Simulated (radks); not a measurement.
Results of a calculation; reference values are marked as such.
Effect of the nuclear size on the neon ion Ne+, [He] 2s2 2p5. Code: a radial shooting solver on a logarithmic mesh with Libxc functionals. Model: Dirac Kohn-Sham, PBE, spin-unpolarised, spherical densities, finite nucleus; open shells are shared between the two j in proportion to 2j + 1; Fermi nuclear charge, rms radius 3.0055 fm. The rms radius is varied about that value; shifts are against it.

rms radius (fm),total energy shift (eV),density at nucleus (e/bohr^3),1s1/2 shift (meV)
2.4735,-0.000386,651,-0.157
2.8131,-0.000148,650.4,-0.060
3.0055,0,650.1,0.000
3.2369,0.000191,649.8,0.078
3.3571,0.000295,649.6,0.121

Slopes of the eigenvalues against <r^2> in GHz/fm^2, as finite differences over the two radii next to the reference (eigenvalue slopes, not the field-shift constants of lines): 1s1/2 13.0.
